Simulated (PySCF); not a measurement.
C6H3F7O2, SMILES C=C(F)C(=O)OC(C(F)(F)F)C(F)(F)F.

Geometry optimised at PBE-D3(BJ)/def2-SVP. One conformer was computed; it need not be the lowest.

These are PBE-D3(BJ)/def2-SVP in PySCF values and carry that method's errors.

Harmonic, unscaled wavenumbers; measured fundamentals usually lie a few per cent lower.

```
mode  ν (cm⁻¹)  IR (km/mol)  moving atoms (share of kinetic energy)
----  --------  -----------  --------------------------------------
1           22          0.0                   F 79 %, C 11 %, O 8 %
2           33          0.0                  F 65 %, C 15 %, O 15 %
3           46          0.2                  F 67 %, C 18 %, O 12 %
4           57          0.1                                  F 90 %
5           75          2.8           O 40 %, C 30 %, F 22 %, H 8 %
6          117          0.5                  F 66 %, O 16 %, C 15 %
7          135          0.6                  F 75 %, C 13 %, O 11 %
8          209          3.7                   F 69 %, C 19 %, O 8 %
9          251          2.0                  F 55 %, O 25 %, C 17 %
10         257          0.2                  F 60 %, O 30 %, C 10 %
11         288          0.1                                  F 92 %
12         324          1.8                                  F 92 %
13         337          0.1                  F 53 %, O 28 %, C 17 %
14         344          8.0          C 32 %, O 29 %, H 21 %, F 18 %
15         434          0.5           C 54 %, O 25 %, H 12 %, F 8 %
16         435         10.1                  F 52 %, O 22 %, C 20 %
17         504          5.3                   F 74 %, C 17 %, O 8 %
18         518          9.2                  F 67 %, O 17 %, C 14 %
19         524          2.1                           F 90 %, C 9 %
20         537          0.9                          F 88 %, C 10 %
21         579         13.9          F 37 %, C 27 %, O 21 %, H 15 %
22         643          0.9                  C 35 %, O 32 %, F 25 %
23         677         37.4                          F 66 %, C 28 %
24         717         14.2                          F 71 %, C 24 %
25         717          1.4                          H 74 %, C 20 %
26         761         13.3                   C 71 %, H 19 %, O 9 %
27         827          4.6                  F 34 %, C 33 %, O 28 %
28         880         36.8                          H 71 %, C 29 %
29         904         40.6                  F 45 %, C 35 %, H 18 %
30         911         61.1          O 38 %, C 34 %, F 15 %, H 12 %
31         927         23.3                  H 45 %, C 28 %, F 27 %
32        1078         48.3                  C 60 %, O 27 %, H 10 %
33        1100        177.8                  C 55 %, F 25 %, H 20 %
34        1147        365.1                          C 62 %, O 28 %
35        1161          9.0                          C 76 %, F 23 %
36        1197        189.6                  C 60 %, H 22 %, F 16 %
37        1222        367.6                          C 79 %, F 18 %
38        1246        107.8                  C 75 %, H 14 %, F 11 %
39        1275        390.9                  C 62 %, H 25 %, F 12 %
40        1311         25.0                          C 68 %, H 23 %
41        1328         76.5                          H 79 %, C 19 %
42        1350        305.9                   C 73 %, H 16 %, F 8 %
43        1360        114.9                          C 58 %, H 40 %
44        1676         55.3                                  C 92 %
45        1794        121.8                          C 65 %, O 35 %
46        3017         28.1                                  H 92 %
47        3117          4.8                                  H 95 %
48        3233          2.9                          H 89 %, C 11 %
```
